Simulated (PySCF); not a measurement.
**Identify the compound**

The spectra below were simulated for a compound C7H13NOSi.

$^{1}$H NMR (500 MHz, computed): δ 6.24 (br, 1H), 4.88 (t, 1H), 4.28 (m, 2H), 3.23 (m, 2H), 2.40 (m, 2H), 1.66 (t, 2H), 0.35 (t, 3H).

$^{13}$C{$^{1}$H} NMR (computed): δ 170.9 (C), 146.6 (C), 106.2 (CH), 34.9 (CH2), 27.6 (CH2), 26.4 (CH2), -8.5 (CH3).

[PySCF: shieldings: GIAO PBE0/pcSseg-1; GFN2-xTB structure; no solvent model; single conformer; relativity neglected; rapidly exchanging positions averaged]

Referencing at the same level of theory: $^{1}$H and $^{13}$C vs TMS.

**Question.** Choose the structure that fits.
A. C/C(C#N)=C\[Si@@H](O)C(C)C
B. CC(C)(C)O[SiH2]/C=C\C#N
C. C[SiH2]CC(=O)NC1=CCC1
D. C=NC(=C)O[SiH2]C1CCC1
E. CC(C)O[Si@H]1C[C@@H](C#N)C1

**Answer.** C. 

The formula gives 3 degrees of unsaturation (1 ring in the answer). 7 carbon signals for 7 carbons: no two carbons are equivalent. Carbon types of the structure: 2 × C, 1 × CH, 3 × CH2, 1 × CH3, leaving 3 H on heteroatoms. δC 170.9: amide carbonyl carbon; it is a carbonyl in resonance with an O or N lone pair, the region of acids, esters and amides. δC 146.6: alkene carbon bearing nitrogen; an sp2 carbon further deshielded by the attached heteroatom. δC 106.2: β carbon of an enol-ether or enamine type C=C; the O or N lone pair pushes π density onto this β carbon and shields it. δC -8.5: methyl carbon bonded to Si; an electropositive neighbour leaves it electron-rich and shielded. δH 0.35: hydrogen on a methyl carbon bonded to Si; an electropositive neighbour shields it, as in TMS itself.

The others: C=NC(=C)O[SiH2]C1CCC1 would give 6 carbon signals, not 7; CC(C)(C)O[SiH2]/C=C\C#N would give 5 carbon signals, not 7; C/C(C#N)=C\[Si@@H](O)C(C)C has carbons computed at 148.6, 138.8, 125.0, 24.1, 23.2, 18.6, 17.6, with a different DEPT pattern; CC(C)O[Si@H]1C[C@@H](C#N)C1 would give 5 carbon signals, not 7.

The OH or NH signal is concentration- and solvent-dependent in practice; the value given is the gas-phase one. Shifts are as computed. Against solution values, carbons near 30 ppm lie about +3 ppm off and those near 130 ppm about +5 ppm. Of 1211 compounds with measured shifts, 218 miss one by over three times the rms of a fit or turn the order of signals round; such compounds aren't used in these exercises. Hydrogen bonding in solution deshields acid and N–H amide carbonyl carbons by as much as 10 ppm beyond these values. No couplings were computed; multiplicities are counted from neighbouring protons, with m where these are inequivalent, close in shift, in a saturated or five-membered ring or joined by F or P, and br s for small geminal =CH2 splittings.
